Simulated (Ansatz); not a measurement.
System: sum formula Si₂H₄F (charge 0, doublet). It need not be the lowest isomer of its formula. 
Geometry from a B3LYP-D3(BJ)/def2-TZVP (Ansatz, an electronic-structure program) optimisation:
SMILES: F[SiH2][SiH2]
```xyz
7

F     -1.5224    -0.8332    -0.5339
Si    -0.7300     0.2729     0.3301
Si     1.5482     0.1217    -0.1507
H     -1.2308     1.6104    -0.0595
H     -1.0562     0.0132     1.7525
H      2.2801     1.3812     0.1368
H      2.2545    -1.0301     0.4641
```
Charge 0, spin multiplicity 2.

Computed values are from Ansatz. Correlated levels leave the core frozen unless marked. Open shells are spin-unrestricted. Spin-orbit coupling is left out. No relativistic terms. Basis-set limits of correlation are two-point, X^-3; Hartree-Fock from the larger set.

```
Property                                                                       Value
---------------------  -------------------------------------------------------------
atomisation energy De  2091.4 kJ/mol at CCSD(T)/CBS(aug-cc-pV(T+d)Z,aug-cc-pV(Q+d)Z)
total energy            -680.3413 Eh at CCSD(T)/CBS(aug-cc-pV(T+d)Z,aug-cc-pV(Q+d)Z)
dipole moment                                      1.31 D at CCSD(T)/aug-cc-pV(D+d)Z
T1 diagnostic                                          0.015 at CCSD/aug-cc-pV(Q+d)Z
```
